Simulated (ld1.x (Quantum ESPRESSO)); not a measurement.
**What one change does to a pseudopotential (Pm, TM)**

promethium (Pm), norm-conserving Troullier–Martins (Kleinman–Bylander form), made with ld1.x (Quantum ESPRESSO) 7.5 (BLYP, scalar-relativistic). Core [Xe] 4f4, reference 5d1 6s1 6p1. Waves: 6s (bound): rc 3.75 bohr; 6p (bound): rc 3.45 bohr; 5d (bound): rc 2.30 bohr. Local part: all-electron potential smoothed inside 3.55 bohr (lloc = -1). Core correction: a·sin(br)/r model core inside 2.15 bohr.

Change: local potential all-electron potential smoothed inside 2.98 bohr (lloc = -1).

Cutoffs: the cutoffs (Ry, on a coarse ladder) from which the occupation-weighted sum of valence levels, in a spherical-Bessel basis at the reference potential, stays within 10 and 1 mRy of its value at 400 Ry; they do not see the model core or the augmentation charge, which bear on the density cutoff. Errors are all-electron minus pseudo energies relative to the spin-unpolarised reference configuration.

Problem. How do hardness, ghosts and transferability respond?

Solution. The potential gets neither clearly harder nor softer (12 Ry and 18 Ry → 12 Ry and 18 Ry); a bound ghost appears in s, which as a rule spoils a file; the number of tests that count goes from 7 to 6; of the 6 tests that both files solve, the error grows in 4 and shrinks in 0 by more than 15 % and 0.3 meV (median size 21.5 → 28.5 meV); the range in which the s phases agree widens (upper end 0.0 → 1.5). In the separable form a ghost depends on how the local part lies against the semilocal potential of the channel, so the choice of the local part can create or remove one. That the errors move this way runs against the usual rule that smaller radii transfer better.

| quantity | base | changed |
| --- | --- | --- |
| cutoff, loose | 12 Ry | 12 Ry |
| cutoff, tight | 18 Ry | 18 Ry |
| bound ghosts | none | s |
| tests counted (converged, no solver errors) | 7 of 7 | 6 of 7 |
| error for 5d1 6s2 6p0, meV [ΔE -2.69 eV] | -1.0 | -4.4 |
| error for 5d1 6s1 6p0, meV [ΔE 3.59 eV] | -1.0 | -2.9 |
| error for 5d1 6s0 6p0, meV [ΔE 15.29 eV] | -25 | -24 |
| error for 5d2 6s0 6p0, meV [ΔE 4.31 eV] | -83 | -81 |
| error for 5d2 6s1 6p0, meV [ΔE -1.35 eV] | -57 | -79 |
| error for 5d1.5 6s1.5 6p0, meV [ΔE -2.07 eV] | -18 | -33 |
| s: phases at 4.04 bohr within 0.05 rad from the reference energy up to (Ry; the scan ends near 5) | 0.0 | 1.5 |
| p: phases at 4.04 bohr within 0.05 rad from the reference energy up to (Ry; the scan ends near 5) | 0.1 | 0.0 |
| d: phases at 4.04 bohr within 0.05 rad from the reference energy up to (Ry; the scan ends near 5) | 0.8 | 1.0 |

Changed file: Tests not counted: 5d0 6s2 6p1 (solver errors, printed error -22.9 eV). A true bound ghost makes a file unfit for plane-wave use even where its test errors are small: the radial tests pick states by their node count and pass the ghost by. Where a test does run into it, the solver fails or the error is huge.
